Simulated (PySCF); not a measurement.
A calculated (M06-2X, PySCF 2.14, aug-cc-pwCVTZ, no relativity, point nucleus) atom or ion has these occupied shells.

| shell | electrons | orbital energy (eV) | rms radius, mean of both spins (bohr) |
| --- | --- | --- | --- |
| 1s α | 1 | -5424.9 | 0.0777 |
| 1s β | 1 | -5424.8 | 0.0777 |
| 2s α | 1 | -644.47 | 0.337 |
| 2s β | 1 | -643.25 | 0.337 |
| 2p α | 3 | -548.77 | 0.304 |
| 2p β | 3 | -547.80 | 0.304 |
| 3s α | 1 | -101.93 | 1.01 |
| 3s β | 1 | -99.080 | 1.01 |
| 3p α | 3 | -74.092 | 1.08 |
| 3p β | 3 | -70.919 | 1.08 |
| 3d α | 2 | -32.676 | 1.33 |
| 4s α | 1 | -22.034 | 2.86 |

Q: Name the element and its charge.

A: V(2+) (vanadium, charge +2), in [Ar] 3d2 4s1, high-spin 4F determinant (an excited configuration).
